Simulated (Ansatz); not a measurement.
Computed with PBE-D3(BJ)/def2-SVP (Ansatz, a quantum-chemistry and plane-wave program). No frequencies were computed at this level.

Ansatz 0.2 input:
```yaml
crystal:
  periodic: [false, false, false]
  atoms:
    - { symbol: Zr, position_ang: [-0.136024, 0.000095, 0.01888] }
    - { symbol: C, position_ang: [0.517318, 0.416467, -2.089744] }
    - { symbol: H, position_ang: [0.101625, 1.389031, -2.41846] }
    - { symbol: H, position_ang: [0.112139, -0.362431, -2.764462] }
    - { symbol: H, position_ang: [1.606104, 0.453764, -2.245634] }
    - { symbol: C, position_ang: [0.862461, -1.952257, 0.506238] }
    - { symbol: H, position_ang: [1.953744, -1.969776, 0.365726] }
    - { symbol: H, position_ang: [0.433906, -2.755346, -0.124408] }
    - { symbol: H, position_ang: [0.659766, -2.216348, 1.562527] }
    - { symbol: C, position_ang: [1.019194, 1.496214, 1.23266] }
    - { symbol: H, position_ang: [0.678796, 2.519458, 0.98069] }
    - { symbol: H, position_ang: [2.11084, 1.469254, 1.096757] }
    - { symbol: H, position_ang: [0.814964, 1.334283, 2.309048] }
    - { symbol: H, position_ang: [-1.973844, 0.026271, 0.286749] }
basis:
  gaussian: { orbitals: def2-svp }
hamiltonian:
  xc: pbe
  dispersion: d3bj
relax:
  max_steps: 150
```

Output:

```
[...]
reference -4546.50908064 eV, -167.0811269790 hartree; 20, 20 occupied and 103, 103 virtual orbitals, 1332 factors
relax step  10: F+E_penalty+E_count = -4546.76951157 eV  Δ(F+E_penalty+E_count) = +2.951e-3 eV  max|allowed force component| = 4.157e-1 eV/Å  Δτ_max = 0.1464 Å  (29 SCF iters, rejected (line search))
these checks for a lower state are left out or cut short: starts, cluster_reference, orbital_swaps, neighbouring_geometries, increment
1332 factors; their error is unknown
mean field -4546.51625569 eV, -167.0813906570 hartree, gradient 2.4e-5 eV, S^2 0.000000; 0 other end points of the search recorded, 0 dependent functions left out
reference -4546.51633643 eV, -167.0813936242 hartree; 20, 20 occupied and 103, 103 virtual orbitals, 1332 factors
relax step  11: F+E_penalty+E_count = -4546.77717658 eV  Δ(F+E_penalty+E_count) = -4.714e-3 eV  max|allowed force component| = 6.343e-2 eV/Å  Δτ_max = 0.0732 Å  (30 SCF iters, accepted)
these checks for a lower state are left out or cut short: starts, cluster_reference, orbital_swaps, neighbouring_geometries, increment
1332 factors; their error is unknown
mean field evaluation 96: about -4546.5205 eV, gradient 1.4e-3 eV
mean field -4546.52051074 eV, -167.0815470274 hartree, gradient 2.4e-5 eV, S^2 0.000000; 0 other end points of the search recorded, 0 dependent functions left out
reference -4546.52059154 eV, -167.0815499966 hartree; 20, 20 occupied and 103, 103 virtual orbitals, 1332 factors
relax step  12: F+E_penalty+E_count = -4546.78164170 eV  Δ(F+E_penalty+E_count) = -4.465e-3 eV  max|allowed force component| = 6.424e-2 eV/Å  Δτ_max = 0.0747 Å  (30 SCF iters, accepted)
these checks for a lower state are left out or cut short: starts, cluster_reference, orbital_swaps, neighbouring_geometries, increment
1332 factors; their error is unknown
mean field -4546.52558293 eV, -167.0817334269 hartree, gradient 2.4e-5 eV, S^2 0.000000; 0 other end points of the search recorded, 0 dependent functions left out
reference -4546.52566393 eV, -167.0817364037 hartree; 20, 20 occupied and 103, 103 virtual orbitals, 1332 factors
relax step  13: F+E_penalty+E_count = -4546.78663996 eV  Δ(F+E_penalty+E_count) = -4.998e-3 eV  max|allowed force component| = 1.766e-1 eV/Å  Δτ_max = 0.1097 Å  (29 SCF iters, accepted)
these checks for a lower state are left out or cut short: starts, cluster_reference, orbital_swaps, neighbouring_geometries, increment
1332 factors; their error is unknown
mean field -4546.52859849 eV, -167.0818442469 hartree, gradient 2.3e-5 eV, S^2 0.000000; 0 other end points of the search recorded, 0 dependent functions left out
reference -4546.52867972 eV, -167.0818472318 hartree; 20, 20 occupied and 103, 103 virtual orbitals, 1332 factors
relax step  14: F+E_penalty+E_count = -4546.78978992 eV  Δ(F+E_penalty+E_count) = -3.150e-3 eV  max|allowed force component| = 2.865e-1 eV/Å  Δτ_max = 0.1297 Å  (29 SCF iters, accepted)
these checks for a lower state are left out or cut short: starts, cluster_reference, orbital_swaps, neighbouring_geometries, increment
1332 factors; their error is unknown
mean field -4546.54111240 eV, -167.0823041244 hartree, gradient 2.4e-5 eV, S^2 0.000000; 0 other end points of the search recorded, 0 dependent functions left out
reference -4546.54119349 eV, -167.0823071045 hartree; 20, 20 occupied and 103, 103 virtual orbitals, 1332 factors
relax step  15: F+E_penalty+E_count = -4546.80223937 eV  Δ(F+E_penalty+E_count) = -1.245e-2 eV  max|allowed force component| = 1.102e-1 eV/Å  Δτ_max = 0.0951 Å  (30 SCF iters, accepted)
these checks for a lower state are left out or cut short: starts, cluster_reference, orbital_swaps, neighbouring_geometries, increment
1332 factors; their error is unknown
mean field -4546.55113864 eV, -167.0826725820 hartree, gradient 2.2e-5 eV, S^2 0.000000; 0 other end points of the search recorded, 0 dependent functions left out
reference -4546.55121972 eV, -167.0826755615 hartree; 20, 20 occupied and 103, 103 virtual orbitals, 1332 factors
relax step  16: F+E_penalty+E_count = -4546.81221039 eV  Δ(F+E_penalty+E_count) = -9.971e-3 eV  max|allowed force component| = 1.512e-2 eV/Å  Δτ_max = 0.1292 Å  (27 SCF iters, accepted)
these checks for a lower state are left out or cut short: starts, cluster_reference, orbital_swaps, neighbouring_geometries, increment
1332 factors; their error is unknown
mean field evaluation 128: about -4546.5956 eV, gradient 9.4e-2 eV
mean field -4546.55441461 eV, -167.0827929718 hartree, gradient 2.3e-5 eV, S^2 0.000000; 0 other end points of the search recorded, 0 dependent functions left out
reference -4546.55449563 eV, -167.0827959493 hartree; 20, 20 occupied and 103, 103 virtual orbitals, 1332 factors
relax step  17: F+E_penalty+E_count = -4546.81545673 eV  Δ(F+E_penalty+E_count) = -3.246e-3 eV  max|allowed force component| = 2.163e-1 eV/Å  Δτ_max = 0.1468 Å  (28 SCF iters, accepted)
these checks for a lower state are left out or cut short: starts, cluster_reference, orbital_swaps, neighbouring_geometries, increment
1332 factors; their error is unknown
mean field -4546.56075650 eV, -167.0830260318 hartree, gradient 2.3e-5 eV, S^2 0.000000; 0 other end points of the search recorded, 0 dependent functions left out
reference -4546.56083748 eV, -167.0830290078 hartree; 20, 20 occupied and 103, 103 virtual orbitals, 1332 factors
relax step  18: F+E_penalty+E_count = -4546.82163429 eV  Δ(F+E_penalty+E_count) = -6.178e-3 eV  max|allowed force component| = 1.385e-1 eV/Å  Δτ_max = 0.0678 Å  (30 SCF iters, accepted)
these checks for a lower state are left out or cut short: starts, cluster_reference, orbital_swaps, neighbouring_geometries, increment
1332 factors; their error is unknown
mean field -4546.56301419 eV, -167.0831090005 hartree, gradient 2.2e-5 eV, S^2 0.000000; 0 other end points of the search recorded, 0 dependent functions left out
reference -4546.56309515 eV, -167.0831119757 hartree; 20, 20 occupied and 103, 103 virtual orbitals, 1332 factors
relax step  19: F+E_penalty+E_count = -4546.82395732 eV  Δ(F+E_penalty+E_count) = -2.323e-3 eV  max|allowed force component| = 3.429e-1 eV/Å  Δτ_max = 0.1424 Å  (29 SCF iters, accepted)
these checks for a lower state are left out or cut short: starts, cluster_reference, orbital_swaps, neighbouring_geometries, increment
1332 factors; their error is unknown
mean field -4546.57069423 eV, -167.0833912368 hartree, gradient 2.2e-5 eV, S^2 0.000000; 0 other end points of the search recorded, 0 dependent functions left out
reference -4546.57077507 eV, -167.0833942074 hartree; 20, 20 occupied and 103, 103 virtual orbitals, 1332 factors
relax step  20: F+E_penalty+E_count = -4546.83147742 eV  Δ(F+E_penalty+E_count) = -7.520e-3 eV  max|allowed force component| = 1.415e-1 eV/Å  Δτ_max = 0.0640 Å  (30 SCF iters, accepted)
these checks for a lower state are left out or cut short: starts, cluster_reference, orbital_swaps, neighbouring_geometries, increment
1332 factors; their error is unknown
mean field evaluation 160: about -4546.5762 eV, gradient 2.2e-5 eV
mean field -4546.57616690 eV, -167.0835923537 hartree, gradient 2.2e-5 eV, S^2 0.000000; 0 other end points of the search recorded, 0 dependent functions left out
reference -4546.57624763 eV, -167.0835953204 hartree; 20, 20 occupied and 103, 103 virtual orbitals, 1332 factors
relax step  21: F+E_penalty+E_count = -4546.83701079 eV  Δ(F+E_penalty+E_count) = -5.533e-3 eV  max|allowed force component| = 1.046e-2 eV/Å  Δτ_max = 0.1105 Å  (30 SCF iters, accepted)
these checks for a lower state are left out or cut short: starts, cluster_reference, orbital_swaps, neighbouring_geometries, increment
1332 factors; their error is unknown
mean field -4546.57802045 eV, -167.0836604704 hartree, gradient 2.1e-5 eV, S^2 0.000000; 0 other end points of the search recorded, 0 dependent functions left out
reference -4546.57810120 eV, -167.0836634378 hartree; 20, 20 occupied and 103, 103 virtual orbitals, 1332 factors
relax step  22: F+E_penalty+E_count = -4546.83899105 eV  Δ(F+E_penalty+E_count) = -1.980e-3 eV  max|allowed force component| = 1.392e-1 eV/Å  Δτ_max = 0.1062 Å  (29 SCF iters, accepted)
these checks for a lower state are left out or cut short: starts, cluster_reference, orbital_swaps, neighbouring_geometries, increment
1332 factors; their error is unknown
mean field -4546.57995136 eV, -167.0837314301 hartree, gradient 2.2e-5 eV, S^2 0.000000; 0 other end points of the search recorded, 0 dependent functions left out
reference -4546.58003202 eV, -167.0837343943 hartree; 20, 20 occupied and 103, 103 virtual orbitals, 1332 factors
relax step  23: F+E_penalty+E_count = -4546.84072909 eV  Δ(F+E_penalty+E_count) = -1.738e-3 eV  max|allowed force component| = 1.600e-1 eV/Å  Δτ_max = 0.0790 Å  (29 SCF iters, accepted)
these checks for a lower state are left out or cut short: starts, cluster_reference, orbital_swaps, neighbouring_geometries, increment
1332 factors; their error is unknown
mean field -4546.58196982 eV, -167.0838056070 hartree, gradient 2.1e-5 eV, S^2 0.000000; 0 other end points of the search recorded, 0 dependent functions left out
reference -4546.58205047 eV, -167.0838085709 hartree; 20, 20 occupied and 103, 103 virtual orbitals, 1332 factors
relax step  24: F+E_penalty+E_count = -4546.84279410 eV  Δ(F+E_penalty+E_count) = -2.065e-3 eV  max|allowed force component| = 7.696e-2 eV/Å  Δτ_max = 0.0457 Å  (28 SCF iters, accepted)
these checks for a lower state are left out or cut short: starts, cluster_reference, orbital_swaps, neighbouring_geometries, increment
1332 factors; their error is unknown
mean field -4546.58290763 eV, -167.0838400707 hartree, gradient 2.1e-5 eV, S^2 0.000000; 0 other end points of the search recorded, 0 dependent functions left out
reference -4546.58298828 eV, -167.0838430347 hartree; 20, 20 occupied and 103, 103 virtual orbitals, 1332 factors
relax step  25: F+E_penalty+E_count = -4546.84373569 eV  Δ(F+E_penalty+E_count) = -9.416e-4 eV  max|allowed force component| = 3.451e-3 eV/Å  Δτ_max = 0.0391 Å  (29 SCF iters, accepted)
these checks for a lower state are left out or cut short: starts, cluster_reference, orbital_swaps, neighbouring_geometries, increment
1332 factors; their error is unknown
mean field evaluation 192: about -4546.5832 eV, gradient 2.0e-1 eV
mean field -4546.58334532 eV, -167.0838561556 hartree, gradient 2.1e-5 eV, S^2 0.000000; 0 other end points of the search recorded, 0 dependent functions left out
reference -4546.58342602 eV, -167.0838591213 hartree; 20, 20 occupied and 103, 103 virtual orbitals, 1332 factors
relax step  26: F+E_penalty+E_count = -4546.84414148 eV  Δ(F+E_penalty+E_count) = -4.058e-4 eV  max|allowed force component| = 2.633e-2 eV/Å  Δτ_max = 0.0520 Å  (28 SCF iters, accepted)
these checks for a lower state are left out or cut short: starts, cluster_reference, orbital_swaps, neighbouring_geometries, increment
1332 factors; their error is unknown
mean field -4546.58350359 eV, -167.0838619720 hartree, gradient 2.1e-5 eV, S^2 0.000000; 0 other end points of the search recorded, 0 dependent functions left out
reference -4546.58358433 eV, -167.0838649392 hartree; 20, 20 occupied and 103, 103 virtual orbitals, 1332 factors
relax step  27: F+E_penalty+E_count = -4546.84427527 eV  Δ(F+E_penalty+E_count) = -1.338e-4 eV  max|allowed force component| = 2.934e-2 eV/Å  Δτ_max = 0.0434 Å  (30 SCF iters, accepted)
these checks for a lower state are left out or cut short: starts, cluster_reference, orbital_swaps, neighbouring_geometries, increment
1332 factors; their error is unknown
mean field -4546.58355113 eV, -167.0838637191 hartree, gradient 1.4e-5 eV, S^2 0.000000; 0 other end points of the search recorded, 0 dependent functions left out
reference -4546.58363186 eV, -167.0838666857 hartree; 20, 20 occupied and 103, 103 virtual orbitals, 1332 factors
relax step  28: F+E_penalty+E_count = -4546.84433353 eV  Δ(F+E_penalty+E_count) = -5.826e-5 eV  max|allowed force component| = 7.288e-3 eV/Å  Δτ_max = 0.0023 Å  (24 SCF iters, accepted)
1332 factors; their error is unknown
mean field evaluation 224: about -4546.5836 eV, gradient 9.1e-3 eV
mean field -4546.58355113 eV, -167.0838637191 hartree, gradient 1.4e-5 eV, S^2 0.000000; 1 other end points of the search recorded, 0 dependent functions left out
reference -4546.58363186 eV, -167.0838666857 hartree; 20, 20 occupied and 103, 103 virtual orbitals, 1332 factors
Total energy: -4546.84441426 eV, -167.0934502620 hartree
Atom 0 at     0.131758     0.014806     0.045514 Å, force    -0.000061     0.000223    -0.001996 eV/Å
Atom 1 at     0.278676     0.459031    -2.108542 Å, force    -0.000612     0.000058     0.000252 eV/Å
Atom 2 at    -0.771616     0.644975    -2.442730 Å, force     0.000815    -0.000172     0.000439 eV/Å
Atom 3 at     0.682300    -0.382523    -2.714211 Å, force     0.000194    -0.000210    -0.000008 eV/Å
Atom 4 at     0.873103     1.371079    -2.338386 Å, force     0.000259    -0.000030    -0.000322 eV/Å
Atom 5 at     0.863067    -2.020910     0.468661 Å, force    -0.002907    -0.005167     0.002316 eV/Å
Atom 6 at     1.686206    -2.057307     1.216587 Å, force    -0.003730    -0.000583    -0.003955 eV/Å
Atom 7 at     1.189066    -2.578365    -0.437586 Å, force    -0.000389     0.002336     0.004867 eV/Å
Atom 8 at    -0.014513    -2.561071     0.902443 Å, force     0.007288     0.002623    -0.003087 eV/Å
Atom 9 at     1.256320     1.502378     1.220710 Å, force     0.001046     0.002142     0.000169 eV/Å
Atom 10 at     1.741007     2.289484     0.601286 Å, force    -0.000812    -0.001014     0.001005 eV/Å
Atom 11 at     2.028872     1.057242     1.886342 Å, force    -0.000528    -0.000018    -0.000316 eV/Å
Atom 12 at     0.495381     2.001511     1.869706 Å, force     0.000761    -0.000720    -0.000504 eV/Å
Atom 13 at    -1.678639     0.108349     0.546773 Å, force    -0.001326     0.000532     0.001140 eV/Å
Dipole moment:     0.243422    -0.012683    -0.067187 e Å
```

Cost: around 2.1 core-minutes (rough).
